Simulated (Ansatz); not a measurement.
`[SiH3][SiH2][GeH2][GeH2][SiH2][GeH3]` + `[SiH3][GeH2][GeH2][GeH3]` → `[GeH3][SiH2][GeH2][GeH3]` + `[SiH3][SiH2][GeH2][GeH2][GeH2][SiH3]`  (redistribution)

Calculated with Ansatz (gas phase, PBE0-D4/def2-TZVP geometries, no zero-point term in ΔE). CBS: MP2 limit from def2 TZ/QZ plus the TZ coupled-cluster correction, frozen cores. Functionals use def2-TZVPP. For Ge outer-core shells are correlated without core-valence functions, which leaves a few kJ/mol of doubt a bond. Scalar relativity is left out up to krypton. Each species was taken in one conformer, which may not be the lowest.

`[SiH3][SiH2][GeH2][GeH2][SiH2][GeH3]`:

Cartesian coordinates in Å:
```
Si -1.426 2.197 0.737
Si -0.441 2.073 -1.380
Ge -0.259 -0.168 -2.171
Ge 1.663 -1.290 -1.201
Si 1.626 -1.081 1.168
Ge -0.477 -1.832 1.991
H -0.579 1.520 1.755
H -2.759 1.537 0.712
H -1.601 3.618 1.139
H -1.267 2.867 -2.332
H 0.919 2.680 -1.337
H -1.536 -0.951 -1.810
H -0.127 -0.172 -3.706
H 2.948 -0.668 -1.780
H 1.637 -2.780 -1.595
H 2.722 -1.874 1.789
H 1.827 0.350 1.524
H -0.576 -3.360 1.846
H -0.673 -1.465 3.471
H -1.621 -1.203 1.178
```

`[SiH3][GeH2][GeH2][GeH3]`:

Cartesian coordinates in Å:
```
Si -1.091 0.952 -1.939
Ge -1.649 -0.321 -0.010
Ge 0.091 -0.081 1.663
Ge 2.242 -0.642 0.698
H -2.149 0.854 -2.979
H -0.915 2.380 -1.563
H 0.189 0.449 -2.506
H -1.770 -1.811 -0.386
H -3.004 0.133 0.564
H -0.196 -0.991 2.872
H 0.121 1.376 2.162
H 2.192 -2.056 0.095
H 2.580 0.353 -0.425
H 3.359 -0.594 1.753
```

`[GeH3][SiH2][GeH2][GeH3]`:

Z-matrix (Å, degrees):
```
Ge
Si 1 2.379
H 1 1.538 2 110.2
H 1 1.538 2 111.5 3 120.6
H 1 1.538 2 109.8 3 -119.1
Ge 2 2.379 1 109.6 3 56.5
H 2 1.489 1 109.9 3 -65.4
H 2 1.489 1 109.2 3 175.9
Ge 6 2.424 2 110.0 1 54.3
H 6 1.541 2 109.5 1 -65.3
H 6 1.541 2 110.9 1 175.8
H 9 1.538 6 109.8 2 -62.6
H 9 1.537 6 111.1 2 177.2
H 9 1.538 6 110.0 2 56.7
```

`[SiH3][SiH2][GeH2][GeH2][GeH2][SiH3]`:

```xyz
20

Si   -1.766    2.018   -0.337
Si   -1.683    0.830    1.676
Ge    0.500    0.002    2.154
Ge    0.939   -2.049    0.933
Ge    0.452   -1.732   -1.422
Si    1.602    0.196   -2.208
H    -1.464    1.128   -1.490
H    -0.768    3.121   -0.313
H    -3.120    2.600   -0.535
H    -2.120    1.737    2.775
H    -2.633   -0.316    1.623
H     1.552    1.057    1.763
H     0.641   -0.260    3.667
H     0.067   -3.180    1.512
H     2.417   -2.450    1.106
H     0.873   -2.974   -2.229
H    -1.069   -1.558   -1.585
H     3.053   -0.112   -2.319
H     1.096    0.634   -3.535
H     1.432    1.309   -1.237
```

Question: Is it downhill or uphill in electronic energy at CCSD(T)/CBS, and by how much? (Best estimate.)

Answer: Computed: Nearly level: ΔE = 0.00 eV.

Question: What do these levels give: CAM-B3LYP-D4, PBE-QIDH, r2SCAN0, HF/def2-SVP, HF/def2-TZVPP, CCSD/CBS(def2)? (Estimate.)

Answer: Computed: CAM-B3LYP-D4 0.00, PBE-QIDH 0.00, r2SCAN0 0.00, HF/def2-SVP 0.00, HF/def2-TZVPP 0.01, CCSD/CBS(def2) 0.00 eV.

Largest T1 diagnostic among the species: 0.013.

Leaving LDA and LC-ωPBE aside and taking each functional with its dispersion term where it has one, the values, not all of them listed here, spread over 0.00 eV, from BHLYP-D4 to B2PLYP.
